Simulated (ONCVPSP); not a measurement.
**Scattering properties, ONCV potential for Au (Z = 79)**

* Element: gold
* Generator: ONCVPSP 4.0.1
* Type: optimised norm-conserving Vanderbilt (ONCV)
* Functional: PBEsol
* Relativity: fully relativistic
* Frozen core: [Kr] 4d10 4f14
* Valence charge: 19
* Reference configuration: 5s2 5p6 5d8 (charge +3)
* Partial waves: 5s: rc 1.55 bohr, ncon 4, nbas 8, qcut 8.4 1/bohr, 2 projectors, debl 0.9 Ha; 5p: rc 1.15 bohr, ncon 4, nbas 7, qcut 7.6 1/bohr, 1 projector; 5d: rc 2.10 bohr, ncon 4, nbas 9, qcut 8.7 1/bohr, 2 projectors, debl 2.2 Ha
* Local potential: polynomial inside 0.70 bohr (lpopt 4, dvloc0 3 Ha)
* Core correction: Teter function fitted to the true core (icmod 2), fcfact 0.35

Open shells are filled in proportion to 2j + 1.

In the s channel the program set the typed energies aside and used -5.306, 0.050 Ha.

The phase is arctan(r·R′/R) of the radial function R(r), unwrapped; energies in Ha, scanned from -7 to 5 Ha. A pole is an energy at which the radial function vanishes at the test radius. The pseudo phase is shifted by a multiple of π to meet the all-electron one at the reference energy, and phase errors are pseudo minus all-electron; the curves can meet again beyond the range given. Levels narrower than the energy grid can be missing from the lists of poles.

```
channel  radius (bohr)  reference energy (Ha)  poles, all-electron  poles, pseudo  unbroken range about the reference energy with phases within 0.05 rad  phase error 1 Ha above the reference energy (rad)
      s           1.58                  -5.31                -4.92          -4.92                                                             below -3.4                                             -0.001
   p3/2           1.17                  -3.35                 1.11    -1.07, 2.46                                                             below -1.4                                             -0.008
   p1/2           1.17                  -3.97                -0.54    -1.17, 2.70                                                             below -0.9                                             -0.004
   d5/2           2.14                  -1.47          -1.08, 4.05    -1.08, 4.04                                                        the whole range                                             -0.000
   d3/2           2.14                  -1.53          -1.19, 3.90    -1.19, 3.89                                                        the whole range                                             -0.000
```

Note: ghosts flagged at negative energy: s at -92.2 eV, p3/2 at -24.8 eV; GHOST(+) flagged for p1/2 at 16.5 eV. A true bound ghost makes a file unfit for plane-wave use.

Phases in the d3/2 channel:

```json
{"E (Ha)": "-6.96", "all-electron": "1.411", "pseudo": "1.411"}
{"E (Ha)": "-6.32", "all-electron": "1.399", "pseudo": "1.399"}
{"E (Ha)": "-5.68", "all-electron": "1.384", "pseudo": "1.384"}
{"E (Ha)": "-5.04", "all-electron": "1.365", "pseudo": "1.366"}
{"E (Ha)": "-4.40", "all-electron": "1.340", "pseudo": "1.340"}
{"E (Ha)": "-3.76", "all-electron": "1.301", "pseudo": "1.301"}
{"E (Ha)": "-3.12", "all-electron": "1.232", "pseudo": "1.232"}
{"E (Ha)": "-2.48", "all-electron": "1.058", "pseudo": "1.058"}
{"E (Ha)": "-1.84", "all-electron": "-0.308", "pseudo": "-0.308"}
{"E (Ha)": "-1.20", "all-electron": "-1.564", "pseudo": "-1.564"}
{"E (Ha)": "-0.56", "all-electron": "-1.805", "pseudo": "-1.805"}
{"E (Ha)": "0.08", "all-electron": "-2.113", "pseudo": "-2.113"}
{"E (Ha)": "0.72", "all-electron": "-3.205", "pseudo": "-3.205"}
{"E (Ha)": "1.36", "all-electron": "-4.235", "pseudo": "-4.235"}
{"E (Ha)": "2.00", "all-electron": "-4.493", "pseudo": "-4.494"}
{"E (Ha)": "2.64", "all-electron": "-4.601", "pseudo": "-4.601"}
{"E (Ha)": "3.28", "all-electron": "-4.665", "pseudo": "-4.666"}
{"E (Ha)": "3.92", "all-electron": "-4.714", "pseudo": "-4.714"}
{"E (Ha)": "4.56", "all-electron": "-4.759", "pseudo": "-4.760"}
```
